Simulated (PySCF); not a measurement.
C₂H₈O₂Si, SMILES O[C@H]([SiH2]O)C. Atoms are numbered in the order given.

```xyz
13

C      2.0811    -0.3669     0.4308
C      0.8321     0.2014    -0.2268
O      0.5170     1.5273     0.2552
Si    -0.7810    -0.7973    -0.0340
O     -1.9933     0.2118    -0.5811
H      1.9247    -0.5377     1.5105
H      2.3574    -1.3351    -0.0178
H      2.9331     0.3230     0.3152
H      1.0222     0.3385    -1.3056
H      0.5094     1.4932     1.2228
H     -0.8194    -2.0607    -0.8194
H     -0.9313    -1.1171     1.4225
H     -1.7306     1.1385    -0.4696
```

Geometry optimised at B3LYP-D3(BJ)/def2-SVP. The structure was generated by enumeration; whether it is a known compound was not checked. One conformer was computed; it need not be the lowest.

Level of theory: PySCF with TDDFT-LC-ωPBE/def2-SVPD.

Vertical excitations. Isolated molecule, no solvent.

Computed excitation energies, oscillator strengths and character:
```json
[
 {"state": "S1", "energy (eV)": "6.98", "λ (nm)": "178", "f": "0.007", "main pairs": "HOMO→LUMO 74 %"},
 {"state": "S2", "energy (eV)": "7.56", "λ (nm)": "164", "f": "0.001", "main pairs": "HOMO→LUMO+1 68 %"},
 {"state": "S3", "energy (eV)": "8.05", "λ (nm)": "154", "f": "0.011", "main pairs": "HOMO−1→LUMO+1 42 %, HOMO−1→LUMO 27 %, HOMO→LUMO+1 10 %, HOMO−1→LUMO+5 7 %"},
 {"state": "S4", "energy (eV)": "8.40", "λ (nm)": "148", "f": "0.022", "main pairs": "HOMO→LUMO+3 54 %, HOMO→LUMO+2 16 %"},
 {"state": "S5", "energy (eV)": "8.66", "λ (nm)": "143", "f": "0.013", "main pairs": "HOMO→LUMO+4 30 %, HOMO→LUMO+3 11 %, HOMO→LUMO+6 11 %, HOMO→LUMO+7 10 %"},
 {"state": "S6", "energy (eV)": "8.71", "λ (nm)": "142", "f": "0.066", "main pairs": "HOMO−1→LUMO 26 %, HOMO−1→LUMO+4 17 %, HOMO→LUMO+4 11 %, HOMO−1→LUMO+1 11 %"},
 {"state": "S7", "energy (eV)": "8.93", "λ (nm)": "139", "f": "0.032", "main pairs": "HOMO→LUMO+4 14 %, HOMO→LUMO+5 13 %, HOMO→LUMO+2 10 %, HOMO−2→LUMO 8 %"},
 {"state": "S8", "energy (eV)": "8.98", "λ (nm)": "138", "f": "0.070", "main pairs": "HOMO−2→LUMO 44 %, HOMO→LUMO+4 13 %, HOMO→LUMO+3 10 %"},
 {"state": "S9", "energy (eV)": "9.27", "λ (nm)": "134", "f": "0.125", "main pairs": "HOMO→LUMO+2 20 %, HOMO→LUMO+5 18 %, HOMO→LUMO+6 17 %, HOMO−2→LUMO 10 %"},
 {"state": "S10", "energy (eV)": "9.44", "λ (nm)": "131", "f": "0.072", "main pairs": "HOMO−3→LUMO 24 %, HOMO−3→LUMO+1 14 %, HOMO→LUMO+5 7 %, HOMO−1→LUMO+2 6 %"},
 {"state": "T1", "energy (eV)": "6.52", "λ (nm)": "190", "f": "0", "main pairs": "HOMO→LUMO 62 %"},
 {"state": "T2", "energy (eV)": "7.14", "λ (nm)": "174", "f": "0", "main pairs": "HOMO→LUMO+1 57 %"},
 {"state": "T3", "energy (eV)": "7.49", "λ (nm)": "166", "f": "0", "main pairs": "HOMO−1→LUMO+1 41 %, HOMO−1→LUMO 23 %, HOMO−1→LUMO+5 9 %"},
 {"state": "T4", "energy (eV)": "8.00", "λ (nm)": "155", "f": "0", "main pairs": "HOMO→LUMO+4 19 %, HOMO→LUMO+3 13 %, HOMO−1→LUMO+4 12 %, HOMO−1→LUMO+1 9 %"}
]
```
Triplets are in the Tamm–Dancoff approximation, which puts them higher than full response would, so one can lie above its singlet here.
